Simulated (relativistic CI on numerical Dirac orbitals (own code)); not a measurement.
# Os³⁺: resonant inelastic scattering at the O2,3 edge

Computed with this model: Dirac-Coulomb-Breit CI, separate exchange-only KLI orbitals for each configuration, model QED (radiative potential, 1s self-energy scaled to tabulated hydrogen-like ionisation energies), valence Slater integrals scaled by 0.8, Kramers-Heisenberg scattering through one core-hole configuration in a parametric crystal field; configurations [Xe] 4f14 5d5 → [Kr] 4d10 4f14 5s2 5p5 5d6; 300 K; core-hole width 1.5 eV; summed over polarisations. Incident energies are the highest absorption maxima for each field (at most a few, so the weaker spin-orbit partner edge can be absent), on the computed scale of the free ion. Intensities are in per cent of the strongest line above 0.02 eV; levels within 1 cm⁻¹ are merged; final levels count from the ground level, the first row holds all elastic scattering, lines under 0.4 are left out and each table stops after 24 rows. The scale of the Slater integrals is a model choice and moves the terms in proportion.

Field parameters in Wybourne normalisation: Oh B⁴₀ = 21Dq, B⁴₄ = √(5/14) B⁴₀. The field is a parameter set, without covalency.

S is read from ⟨S²⟩ = S(S + 1).

Oh, 10Dq = 27550 cm⁻¹:

| Final level (eV) | Degeneracy | Irrep | S | 47.9 eV | 50.1 eV | 62.5 eV |
| --- | --- | --- | --- | --- | --- | --- |
| 0.000 | 2 | Γ7 | 0.65 | 338.3 | 923.5 | 175.4 |
| 0.816 | 4 | Γ8 | 0.64 | 12.1 | 100.0 | 12.3 |
| 2.058 | 4 | Γ8 | 1.66 | 13.8 | 84.6 | 5.9 |
| 2.275 | 2 | Γ7 | 1.76 | 11.8 | 42.2 | 68.6 |
| 2.525 | 4 | Γ8 | 1.49 | 14.6 | 73.6 | 25.4 |
| 2.652 | 2 | Γ6 | 1.48 | 0.7 | 9.4 | 14.9 |
| 3.087 | 2 | Γ6 | 1.47 | 3.0 | 0.5 | 1.2 |
| 3.087 | 4 | Γ8 | 1.54 | 18.4 | 30.1 | 10.0 |
| 3.129 | 2 | Γ7 | 1.36 | 9.9 | 8.8 | 52.8 |
| 3.150 | 4 | Γ8 | 1.40 | 20.3 | 75.5 | 19.9 |
| 3.478 | 4 | Γ8 | 0.91 | 28.5 | 38.3 | 96.5 |
| 3.508 | 4 | Γ8 | 2.04 | 2.2 | 8.0 | 17.4 |
| 3.511 | 2 | Γ7 | 2.15 | 1.3 | 4.1 | 37.9 |
| 3.689 | 2 | Γ7 | 0.71 | 11.7 | 25.5 | 51.2 |
| 3.883 | 2 | Γ6 | 0.59 | 5.8 | 2.1 | 13.7 |
| 4.017 | 2 | Γ7 | 0.85 | 5.1 | 4.2 | 54.2 |
| 4.143 | 4 | Γ8 | 0.75 | 3.9 | 9.0 | 15.8 |
| 4.279 | 4 | Γ8 | 0.63 | 8.3 | 13.2 | 15.3 |
| 4.528 | 4 | Γ8 | 0.64 | 11.9 | 26.8 | 42.2 |
| 4.746 | 2 | Γ6 | 0.65 | 0.3 | 0.5 | 1.0 |
| 4.973 | 4 | Γ8 | 0.67 | 10.3 | 7.4 | 10.6 |
| 5.201 | 2 | Γ7 | 0.65 | 9.2 | 14.5 | 23.3 |
| 5.300 | 2 | Γ6 | 0.58 | 0.7 | 0.0 | 10.6 |
| 5.653 | 4 | Γ8 | 1.44 | 0.6 | 5.4 | 7.7 |

Oh, 10Dq = 42850 cm⁻¹:

```csv
Final level (eV),Degeneracy,Irrep,S,43.7 eV,51.5 eV,63.9 eV
0.000,2,Γ7,0.55,81.9,380.9,175.1
0.768,4,Γ8,0.54,39.3,34.0,11.4
3.926,4,Γ8,1.50,0.5,35.9,4.7
4.138,2,Γ7,1.53,0.6,2.4,58.7
4.262,4,Γ8,1.48,1.5,21.8,12.0
4.387,2,Γ6,1.49,0.1,10.8,4.1
4.823,2,Γ6,1.47,0.3,1.2,2.0
4.868,4,Γ8,1.44,1.1,31.1,13.5
4.915,2,Γ7,1.33,0.3,5.2,47.0
4.917,4,Γ8,1.38,0.6,31.9,8.1
5.247,4,Γ8,0.65,4.1,21.1,100.0
5.450,2,Γ7,0.59,0.7,3.6,52.0
5.654,2,Γ6,0.55,1.1,3.9,12.8
5.776,2,Γ7,0.76,0.2,4.2,56.4
5.904,4,Γ8,0.69,0.6,4.4,17.0
6.036,4,Γ8,0.57,1.9,10.2,17.2
6.388,4,Γ8,0.55,0.9,13.4,45.4
6.581,2,Γ6,0.55,0.2,0.0,2.3
6.803,4,Γ8,0.57,0.1,14.5,16.4
6.888,2,Γ7,2.44,0.0,3.0,6.3
6.891,4,Γ8,2.43,0.0,1.8,0.9
7.029,2,Γ7,0.55,0.0,8.6,15.8
7.098,2,Γ6,0.53,2.3,0.2,9.9
```

For the first field the strongest loss at the lowest incident energy is the level at 3.48 eV (S = 0.91, against 0.65 in the thermal ground state). Levels of other spin, the first over 8 % at 2.06 eV, appear because spin-orbit coupling of the core hole, and in heavier ions of the valence shell too, mixes spins.
